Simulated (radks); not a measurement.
Results of a calculation; reference values are marked as such.
Problem. Species: Ne VIII. Configuration: [He] 2s1. Level of theory: non-relativistic Kohn-Sham, PBE, spin-polarised, spherical densities, point nucleus; open shells are filled with parallel spins first (a radial shooting solver on a logarithmic mesh with Libxc functionals). Some entries of the table are withheld. Estimate them.

orbital  occ.  eigenvalue (eV)  <r^2> (bohr^2)  r(max) (bohr)
1s up       1              (1)         0.03308         0.1025
1s down     1              (2)         0.03304         0.1026
2s up       1              (3)          0.5496         0.5883

Solution. 
(1) 1s up eigenvalue (eV): -1087.405
(2) 1s down eigenvalue (eV): -1085.123
(3) 2s up eigenvalue (eV): -225.9691
